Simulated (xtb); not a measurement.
xtb input (GFN2-xTB):

```bash
xtb mol.xyz --gfn 2 --ohess tight --chrg -1 --uhf 0
```
mol.xyz:
```
11

N      1.65860514     0.80914182    -0.32013301
Si     1.09212351    -0.95374325    -0.32500423
Si    -1.21652936    -0.36042599     0.20744721
N     -1.26403674     1.41995196     0.36783601
H      1.88695772     1.16997754     0.50873443
H      2.48466759     0.88426068    -0.96137016
H      1.40871254    -1.30725015     1.17733028
H     -2.25059188    -0.74718969    -0.78086048
H     -1.89740611    -0.89198910     1.44147564
H     -2.08596060     1.93817411     0.00356905
H     -0.41252005     1.79507269    -0.06096137
```

End of the output:

```
   ------------------------------------------------------------------------
    298.15    0.858659E-02    0.813114E-01    0.400345E-01    0.412769E-01
   ------------------------------------------------------------------------

         :::::::::::::::::::::::::::::::::::::::::::::::::::::
         ::                  THERMODYNAMIC                  ::
         :::::::::::::::::::::::::::::::::::::::::::::::::::::
         :: total free energy         -12.976829001282 Eh   ::
         ::.................................................::
         :: total energy              -13.018105891387 Eh   ::
         :: zero point energy           0.072724827053 Eh   ::
         :: G(RRHO) w/o ZPVE           -0.031447936947 Eh   ::
         :: G(RRHO) contrib.            0.041276890106 Eh   ::
         :::::::::::::::::::::::::::::::::::::::::::::::::::::

optimized geometry written to: xtbopt.xyz

           -------------------------------------------------
          | TOTAL ENERGY              -13.018105891387 Eh   |
          | TOTAL ENTHALPY            -12.936794472105 Eh   |
          | TOTAL FREE ENERGY         -12.976829001282 Eh   |
          | GRADIENT NORM               0.000742545804 Eh/α |
          | HOMO-LUMO GAP               3.119671003149 eV   |
           -------------------------------------------------

------------------------------------------------------------------------
------------------------------------------------------------------------
 total:
 SCF:
 ANC optimizer:
 analytical hessian:
```

It need not be the lowest isomer of its formula. Whether it binds its extra electron was not tested at this geometry.
